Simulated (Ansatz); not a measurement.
Molecule: SbH₃, net charge 1, doublet state. SMILES of the parent species: [SbH3]

Atoms: Sb1, H2, H3, H4. Bonds: Sb1-H2, Sb1-H3, Sb1-H4.

Bond lengths (Å) and angles (degrees) optimised at HF/STO-3G with Ansatz (an electronic-structure program); HF/3-21G with Ansatz; HF/6-31G* with LANL2DZ past Ar with Ansatz, each started from the B3LYP-D3(BJ)/def2-TZVP structure (Ansatz) of the last column. A row stands for all coordinates that are equal there. 6-31G* holds six Cartesian d functions. No wavenumbers were computed at HF/STO-3G, so these may be saddle points.

| coordinate | HF/STO-3G | HF/3-21G | HF/6-31G* with LANL2DZ past Ar | B3LYP-D3(BJ)/def2-TZVP |
|---|---|---|---|---|
| Sb1-H2 | 1.650 | 1.682 | 1.658 | 1.683 |
| H2-Sb1-H3 | 110.8 | 111.3 | 110.5 | 109.8 |

Mean signed difference of all 3 bond lengths from B3LYP-D3(BJ)/def2-TZVP: HF/STO-3G -0.033 Å, HF/3-21G -0.001 Å, HF/6-31G* with LANL2DZ past Ar -0.025 Å.
